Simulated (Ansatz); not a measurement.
`OCCBF` + `CC#N` → `N#CCCO` + `CBF`  (formal exchange of groups at a C–C bond)

Computed with Ansatz on PBE0-D4/def2-TZVP structures; ΔE is electronic, products minus reactants. CCSD(T)/CBS is the MP2 limit (def2-TZVPP, def2-QZVPP) plus CCSD(T) − MP2 in def2-TZVPP, frozen cores. This one scheme is used for every species. Functionals use def2-TZVPP. Each species was taken in one conformer, which may not be the lowest.

```csv
species,PBE-D4 energy (Eh)
`OCCBF`,-279.57737
`CC#N`,-132.63812
`N#CCCO`,-247.08572
`CBF`,-165.12997
```

Problem. Work out ΔE.

Solution. ΔE = (-247.08572) + (-165.12997) − (-279.57737) − (-132.63812) = -0.00020 Eh = -0.5 kJ/mol. CCSD(T)/CBS gives -0.4 kJ/mol.

Largest T1 diagnostic among the species: 0.012.
